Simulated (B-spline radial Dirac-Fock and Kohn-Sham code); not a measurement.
Z = 50 (tin), transition energy 12.8 keV. The computed values come from a radial B-spline solver: a Dirac-Hartree-Slater potential of the neutral atom with a Latter tail (no hole, which puts coefficients of high multipoles low close above an edge), finite nucleus with surface currents. The K shell is not open to conversion at this energy. Subshells that would emit electrons below 1 keV are left out.

Question: A pure transition shows α(L) = 1.60e+06, L1/L2 = 0.0119 and L1/L3 = 0.00755. What is its multipolarity?
A. M3
B. E1
C. E4
D. M1
E. E3
F. M4
G. E2
H. M2

Answer: E. For comparison, α(L), L1/L2, L1/L3 are E1 7.26, 1.39, 0.827; E2 6970, 0.00367, 0.00230; E4 1.46e+08, 0.0115, 0.00727; M1 26.7, 11.4, 43.4; M2 7330, 16.0, 1.73; M3 2.07e+06, 14.9, 0.163; M4 2.73e+08, 12.4, 0.0504.
